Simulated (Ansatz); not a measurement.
Start from `C[O][AlH][S][SiH3]` and change one atom or group to get `C[O][AlH][SH]`.

Ansatz, PBE0-D4/def2-TZVP geometries, multiplicity 1. Each molecule was computed in one conformer, which needn't be the lowest.

```csv
property,`C[O][AlH][S][SiH3]`
size of the dipole moment (ωB97M-V/def2-TZVPP) / D,1.67
HOMO energy (PBE0/def2-TZVPP) / eV,-7.65
LUMO energy (ωB97M-V/def2-TZVPP) / eV,0.85
HOMO–LUMO gap (ωB97M-V/def2-TZVPP) / eV,10.65
HOMO–LUMO gap (B3LYP/def2-TZVPP) / eV,6.44
size of the dipole moment (PBE/def2-TZVPP) / D,1.61
```

(1) Give the same properties after the change, and the shifts. (Best estimate.)

Answers

(1) Ansatz gave: 
```
                                          property  `C[O][AlH][SH]`  shift
size of the dipole moment (ωB97M-V/def2-TZVPP) / D             1.54  -0.13
                HOMO energy (PBE0/def2-TZVPP) / eV            -7.70  -0.05
             LUMO energy (ωB97M-V/def2-TZVPP) / eV             1.03   0.18
           HOMO–LUMO gap (ωB97M-V/def2-TZVPP) / eV            10.93   0.28
             HOMO–LUMO gap (B3LYP/def2-TZVPP) / eV             6.66   0.22
    size of the dipole moment (PBE/def2-TZVPP) / D             1.55  -0.06
```

With PBE0 the HOMO falls by 0.05 eV and the LUMO rises by 0.18 eV, so the gap widens by about 0.23 eV. PBE moves the HOMO by -0.01 eV and ωB97M-V by -0.10 eV. Dipoles are sizes alone; their direction can turn.

B3LYP here is the variant with VWN-RPA as its local correlation; programs differ in this.
